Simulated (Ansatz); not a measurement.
One change: `CC(C)[SiH2]O` becomes `CC(O)[SiH2]O`.

Ansatz, PBE0-D4/def2-TZVP geometries, multiplicity 1. Each molecule was computed in one conformer, which needn't be the lowest.

| property | `CC(C)[SiH2]O` |
| --- | --- |
| size of the dipole moment (ωB97M-V/def2-TZVPP) / D | 1.55 |
| HOMO energy (B3LYP/def2-TZVPP) / eV | -7.59 |
| LUMO energy (PBE0/def2-TZVPP) / eV | 0.30 |
| HOMO energy (PBE0/def2-TZVPP) / eV | -7.77 |
| ideal-gas entropy at 298 K and 1 bar (rigid rotor, harmonic PBE0-D4/def2-TZVP) / J/(mol·K) | 359 |
| size of the dipole moment (PBE/def2-TZVPP) / D | 1.52 |

Question: Give the same properties after the change, and the shifts. (An estimate is asked.)

Answer: The calculation gave: 
```csv
property,`CC(O)[SiH2]O`,shift
size of the dipole moment (ωB97M-V/def2-TZVPP) / D,1.66,0.11
HOMO energy (B3LYP/def2-TZVPP) / eV,-7.15,0.44
LUMO energy (PBE0/def2-TZVPP) / eV,0.33,0.03
HOMO energy (PBE0/def2-TZVPP) / eV,-7.34,0.43
"ideal-gas entropy at 298 K and 1 bar (rigid rotor, harmonic PBE0-D4/def2-TZVP) / J/(mol·K)",350,-9
size of the dipole moment (PBE/def2-TZVPP) / D,1.63,0.11
```

The zero-point energy changes by -60.9 kJ/mol with -6 modes. Dipoles are sizes alone; their direction can turn.

Positive LUMOs are unbound, so they and the gaps depend on the basis.

B3LYP here is the variant with VWN-RPA as its local correlation; programs differ in this.
